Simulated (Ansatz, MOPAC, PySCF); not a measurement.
Molecule: SnF, charge 0, multiplicity 2. SMILES: [Sn][F]
Coordinates optimised at B3LYP-D3(BJ)/def2-TZVP (Ansatz, a program for electronic structure):
```xyz
2

Sn     0.0000     0.0000    -0.2995
F      0.0000     0.0000     1.6641
```
Charge 0, spin multiplicity 2.

Property: vertical electron affinity to the triplet, in eV. Conventions: no spin-orbit coupling; def2 sets with scalar-relativistic core potentials past Kr; LANL2DZ with its own core potentials from Na on; each state is the SCF solution reached for its charge and spin; UHF or UKS for open shells; six Cartesian d functions in 6-31G* and its kin unless marked 5d; valence correlation only (noble-gas shells and the d and f shells of earlier blocks); STO-3G and 3-21G all-electron and non-relativistic. Ab initio and DFT rows: single points at B3LYP-D3(BJ) geometries (Ansatz). Semi-empirical rows: differences of heats of formation at the shared geometry for vertical values. The spin state of an ion or metal species was assumed, not searched.

```tsv
level	program	vertical electron affinity to the triplet (eV)
AM1	MOPAC	2.47
PM3	MOPAC	2.42
PM6	MOPAC	1.50
MNDO	MOPAC	1.15
HF/6-31G* with LANL2DZ past Ar	Ansatz	0.45
PBE/6-31G* with LANL2DZ past Ar	Ansatz	0.66
B3LYP/STO-3G	Ansatz	-4.49
B3LYP/3-21G	Ansatz	0.47
B3LYP/6-31G* with LANL2DZ past Ar	Ansatz	0.65
M06-2X/6-31G* with LANL2DZ past Ar (5d)	PySCF	0.52
MP2/6-31G* with LANL2DZ past Ar	Ansatz	0.23
PBE/def2-TZVPD	Ansatz	1.09
```

No value to compare with is used here. The 11 habitual levels span -4.49 (B3LYP/STO-3G) to 2.47 eV (AM1); PBE/def2-TZVPD gives 1.09.

The levels are drawn from those run, B3LYP/6-31G* more often than the rest, none by its result; runs whose electronic state is in doubt are left out.
